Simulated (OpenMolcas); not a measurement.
# d7 ions of charge +3 down a group on the Mg site of MgO

```json
{
  "Program": "OpenMolcas 26.06",
  "Method": "CASSCF",
  "Spin-orbit coupling": "RASSI with atomic mean-field integrals over the reference wave functions"
}
```

The d shell is active. Each dopant is a cluster with its nearest anions in model potentials and point charges, with no relaxation and no local charge compensation. Distances were set from a Shannon-type radius of the metal (high-spin where two are listed) plus a fixed donor radius (O 1.38 Å), in hosts weighted 0.65 to 0.35 with the host's distance in the model lattice. Ligand basis ANO-RCC-VDZP, DKH2 Hamiltonian. States (labels of O, the rotations of Oh). Energies in cm-1 above the lowest state or level, χT in cm3 K/mol; under a threefold ground state the first gap can be a small split of the lowest multiplet, not the spin-orbit step; 10Dq and B are least-squares fits to the states below 45000 cm-1, weighted by degeneracy, with a free offset, and given where the rms deviation is under 5 % of |10Dq| (or 100 cm-1) and under 700 cm-1. Spin-only χT is S(S+1) / 2 for the spin of the ground state.

| Ion | Shell | R (Å) | Metal basis | Ground state | First state of that spin | 10Dq | B (rms of fit) | First gap with spin-orbit (degeneracies) | χT at 300 K | First state of another spin | Spin-only χT |
| --- | --- | --- | --- | --- | --- | --- | --- | --- | --- | --- | --- |
| Ni3+ | 3d7 | 2.024 | ANO-RCC-VTZP | 4T1 | 4T2 9684 |  |  | 459.1 (2, 4) | 3.304 | 2E 11079 | 1.875 |
| Pd3+ | 4d7 | 2.128 | ANO-RCC-VTZP | 2E | 20621 | 23140 | 733 (299) | 8691 (4, 2) | 0.441 | 4T1 9847 | 0.375 |

Below the highest spin of the shell: Pd3+. χT departs most from the spin-only value for Ni3+, by +1.429 cm3 K/mol.

Without dynamic correlation the repulsion within the d shell is too large (B by tens of per cent), so at a given field states of lower spin stand too high. Ligand-to-metal charge-transfer states are missing. With no ligand orbital active B as a rule stays too high, so bands that hang on it stand too high and its fall with covalency is understated. An orbital triplet at a regular site is open to Jahn-Teller coupling, which can distort the site and quench the lowest spin-orbit gaps and is left out (holds for Ni3+). This shell can be high or low spin here, a state of another spin lies low, and with metal d orbitals alone active their balance is uncertain, so the ground spin may be wrong (holds for Ni3+). With metal d orbitals alone and no dynamic correlation 10Dq can be off by a tenth to a fifth, either way, in oxide and fluoride hosts (holds for Ni3+). An orbital doublet at a regular site is open to a Jahn-Teller distortion, which this geometry leaves out (holds for Pd3+). This shell can be high or low spin here, a state of another spin lies low, and with metal d orbitals alone active their balance is uncertain, so the ground spin may be wrong, although the usual error favours high spin (holds for Pd3+). The least metal-like active orbital is 66 % on the metal (Löwdin) and no ligand orbital is active, so the numbers are rough, and ground spin, moment and any spin crossover can be artefacts of this space; highly charged d ions in such sites are as a rule low spin (holds for Pd3+). With metal d orbitals alone the field can be off either way by tens of per cent (holds for Pd3+). No measured value stands beside these numbers; the geometry was set by hand and not optimised.
